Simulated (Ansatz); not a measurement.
`[CH2][InH][CH3]` radical. The species carries charge 0 and has multiplicity 2. In: def2 effective core potential. The geometry is a stationary point of PBE0-D4/def2-TZVP.

```xyz
9

C     0.637    0.203   -1.932
In    0.117    0.813    0.037
C    -0.569   -0.685    1.423
H     1.004    0.885   -2.696
H     0.562   -0.826   -2.279
H     0.281    2.484    0.446
H    -1.205   -1.412    0.917
H     0.292   -1.221    1.831
H    -1.119   -0.241    2.253
```

Q: What is the dipole moment at ωB97M-V/def2-TZVPP? (Best estimate.)

A: Ansatz gave: 0.54 D, with components (-0.06, -0.53, -0.08) D in this frame, pointing from negative to positive charge.

Q: And with PBE, r2SCAN, B3LYP? (An estimate is asked.)

A: Ansatz gave: PBE 0.65 D, r2SCAN 0.61 D, B3LYP 0.60 D.

Q: Give the Mulliken charges with ωB97M-V, B3LYP, PBE in def2-TZVPP. (Best estimate.)

A: Computed: 
| atom | ωB97M-V | B3LYP | PBE |
| --- | --- | --- | --- |
| C1 | -0.58 | -0.54 | -0.49 |
| In2 | 0.66 | 0.73 | 0.67 |
| C3 | -0.63 | -0.59 | -0.57 |
| H4 | 0.14 | 0.12 | 0.11 |
| H5 | 0.14 | 0.12 | 0.11 |
| H6 | -0.12 | -0.16 | -0.15 |
| H7 | 0.13 | 0.11 | 0.11 |
| H8 | 0.12 | 0.10 | 0.10 |
| H9 | 0.13 | 0.11 | 0.11 |

B3LYP here is the variant with VWN-RPA as its local correlation; programs differ in this.
